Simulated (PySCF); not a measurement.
Sn(H)2(OH)(NH2), SMILES [NH2][SnH2][OH] (H5NOSn) (B3LYP/def2-SVP optimised geometry):

```
8

Sn    -0.503    -0.783     0.000
N     -1.131    -1.766    -1.675
O     -1.173    -1.823     1.584
H     -1.218     0.783     0.000
H      1.218    -0.783     0.000
H     -0.756    -2.712    -1.742
H     -2.147    -1.839    -1.732
H     -0.976    -1.393     2.428
```

Computed with B3LYP/def2-TZVP, def2 effective core potentials past Kr (PySCF).

Question: What are the frontier orbital energies and the dipole moment?

Answer: HOMO-2 -8.72 eV, HOMO-1 -7.90 eV, HOMO -7.31 eV, LUMO -0.67 eV, LUMO+1 -0.35 eV; dipole moment 0.98 D.

On the same geometry PBE/def2-TZVP, def2 effective core potentials past Kr run with PySCF gives HOMO-2 -7.47 eV, HOMO-1 -6.50 eV, HOMO -6.12 eV, LUMO -1.23 eV, LUMO+1 -0.82 eV; dipole moment 0.83 D.
